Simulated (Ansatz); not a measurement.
SnH3O2 (SMILES [OH][SnH][OH]): the energy to break a bond

The species is SnH3O2 (6 atoms), meant as a doublet with charge 0. SMILES: `[OH][SnH][OH]`. The shape was relaxed beforehand at B3LYP/def2-SVP. This is one conformer, not always the lowest.

```xyz
6

O    -1.3064   -0.6930   -0.2417
Sn    0.4129    0.2846   -0.6493
O     1.4153   -0.0107    1.0594
H    -1.8866   -0.7833   -1.0116
H     0.1449    2.0352   -0.6235
H     1.2618   -0.8967    1.4207
```

Wanted: the dissociation energy of the O3–Sn2 bond into doublet OH and singlet SnH2O (shapes relaxed at B3LYP/def2-SVP, no zero-point term). 1 Eh = 2625.50 kJ/mol = 27.2114 eV. Totals in Eh; open shells run unrestricted unless said.

| level | program | SnH3O2 | doublet OH | singlet SnH2O |
| --- | --- | --- | --- | --- |
| UBLYP/def2-TZVP (core potential) | Ansatz | -366.552851 | -75.754750 | -290.711255 |
| UPBE/def2-TZVP (core potential) | Ansatz | -366.463106 | -75.681781 | -290.685224 |
| U-r2SCAN/def2-TZVP (core potential) | Ansatz | -366.630985 | -75.728915 | -290.806708 |

Task: Work out the dissociation energy at each level.

Result: 
1. UBLYP/def2-TZVP (core potential): (-75.754750) + (-290.711255) − (-366.552851) = 0.086846 Eh = 228.0 kJ/mol = 2.36 eV.
2. UPBE/def2-TZVP (core potential): (-75.681781) + (-290.685224) − (-366.463106) = 0.096101 Eh = 252.3 kJ/mol = 2.62 eV.
3. U-r2SCAN/def2-TZVP (core potential): (-75.728915) + (-290.806708) − (-366.630985) = 0.095362 Eh = 250.4 kJ/mol = 2.59 eV.

The levels span 228 to 252 kJ/mol; no measured value is set beside them. A fragment with an even electron count was run as a singlet and may have a lower triplet. A bond enthalpy at 298 K also holds the loss of zero-point energy and thermal terms.
